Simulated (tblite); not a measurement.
Task: Give a GFN2-xTB geometry of `CC(C)C1=CCPC1`.

Result: 
```
atom  x, y, z in Å
C1    -1.697    1.013   -0.957
C2    -1.187   -0.308   -0.375
C3    -1.989   -0.688    0.871
C4     0.283   -0.225   -0.069
C5     1.226   -0.935   -0.672
C6     2.637   -0.721   -0.217
P7     2.615    0.879    0.742
C8     0.780    0.695    1.015
H9    -1.657    1.805   -0.213
H10   -1.094    1.311   -1.812
H11   -2.729    0.905   -1.283
H12   -1.325   -1.090   -1.130
H13   -1.927    0.096    1.622
H14   -3.036   -0.832    0.612
H15   -1.611   -1.613    1.301
H16    1.027   -1.666   -1.441
H17    2.962   -1.536    0.440
H18    3.350   -0.665   -1.043
H19    2.457    1.673   -0.407
H20    0.610    0.247    2.001
H21    0.297    1.673    1.012
```

Orientation and origin are arbitrary. Atoms count from 1 in this order. The C–C distances run from 1.326 Å (C4=C5, drawn double) to 1.531 Å (C1–C2, drawn single), a spread of 0.205 Å. P7 (phosphine phosphorus) is pyramidal (angles 93.7°, 93.7° and 90.1°, sum 277.6°, 0.92 Å off the plane of its three neighbours). Of the pairs four or more bonds apart, H9···H21 is among the closest relative to their van der Waals radii: 2.31 Å, 96 % of the sum of Bondi's values. The 5-membered ring C4–C5–C6–P7–C8 has internal angles of 90.1° to 117.1°; it is puckered, 0.13 Å rms from its mean plane, widest ring torsion 22°.

Bonds between heavy atoms (Å): C1–C2 1.531, C2–C3 1.530, C2–C4 1.503, C4=C5 1.326, C5–C6 1.498, C6–P7 1.866, P7–C8 1.864, C4–C8 1.506.

Computed geometry: GFN2-xTB, gas phase.

Point group: C1 (no symmetry element, even within 0.4 Å). Its GFN2-xTB frequencies are all real (lowest 39 cm⁻¹). The numbers are those of one conformer (C1–C2–C4–C5 -115°, C4–C5–C6–P7 -16°, C5–C6–P7–C8 21°, C6–P7–C8–C4 -22°, C2–C4–C8–P7 -164°). 3 starts were optimised and ended at 0.00, 0.49 and 0.54 kcal/mol (GFN2-xTB); the lowest of these is shown.
